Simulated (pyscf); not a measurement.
H₂N–SiH₂–NH–SiH₂–NH–SiH₂•, doublet

Gas-phase minimum from PySCF at ωB97X-D3(BJ)/def2-SVP, one conformer. Other isomers of H₂N–SiH₂–NH–SiH₂–NH–SiH₂• were not searched in full and may lie lower. 

```xyz
16

N     -0.2031     0.0370    -1.6579
Si    -0.1349     1.7646    -1.4585
N      0.2097     2.0423     0.2168
Si    -0.3759     0.9743     1.4600
N      0.4104    -0.5843     1.5228
Si     1.5697    -1.1501     2.6862
H      0.6539    -0.5018    -1.5698
H     -0.8045    -0.3566    -2.3749
H      0.9114     2.4882    -2.2465
H     -1.4739     2.2417    -1.9152
H      0.8930     2.7489     0.4694
H     -1.8299     0.7525     1.2299
H     -0.1197     1.6275     2.7740
H      0.0822    -1.2483     0.8248
H      2.2194     0.0547     3.2965
H      2.6087    -1.9976     2.0061
```
Charge 0, spin multiplicity 2.

Bonded distances (Å): N1–Si2 1.740, N1–H7 1.016, N1–H8 1.015, Si2–N3 1.733, Si2–H9 1.496, Si2–H10 1.493, N3–Si4 1.740, N3–H11 1.015, Si4–N5 1.747, Si4–H12 1.489, Si4–H13 1.490, N5–Si6 1.737, N5–H14 1.018, Si6–H15 1.499 (the first ones only). Bond angles (°): Si2–N1–H7 118.9, Si2–N1–H8 119.3, H7–N1–H8 110.8, N1–Si2–N3 106.1, N1–Si2–H9 116.6, N1–Si2–H10 104.3, N3–Si2–H9 107.0, N3–Si2–H10 115.0, H9–Si2–H10 108.2, Si2–N3–Si4 121.7, Si2–N3–H11 119.1, Si4–N3–H11 118.4, N3–Si4–N5 114.9, N3–Si4–H12 108.0 (the first ones only).

Properties at ωB97X-D3(BJ)/def2-SVP:

| Item | Result |
|---|---|
| Harmonic wavenumbers, unscaled | 21, 59, 93, 104, 148, 192, 214, 283, 332, 389, 447, 527, 578, 612, 633, 692, 737, 773, 820, 824, 867, 890, 905, 924, 937, 946, 962, 994, 1009, 1174, 1197, 1553, 2165, 2203, 2220, 2246, 2268, 2269, 3604, 3628, 3662, 3702 cm⁻¹ |
| Zero-point energy | 69.8 kcal/mol |
| Rotational symmetry number | 1 |
| Entropy of this conformer at 298 K and 1 atm, rigid rotor and harmonic oscillator, modes under 100 cm⁻¹ raised to 100 | 421.8 J/(mol K) |
| Dipole moment | 1.95 D |
| Spin expectation value S2 | 0.752 |

Single-point totals, which compare only within one level:

| level | total energy (hartree) |
|---|---|
| ωB97X-D3(BJ)/def2-TZVP | -1039.07943 |
| PBE/def2-TZVP | -1038.26931 |
| r²SCAN/def2-TZVP | -1038.76752 |
| B3LYP-D3(BJ)/def2-TZVP | -1039.03696 |
| PBE0-D3(BJ)/def2-TZVP | -1038.38766 |
| M06-2X/def2-TZVP | -1038.80655 |
| ωB97M-D3(BJ)/def2-TZVP | -1039.11039 |

The lowest mode is so soft that the shape along it may change with the basis. Soft torsions are taken as harmonic, which can shift the entropy by several J/(mol K).
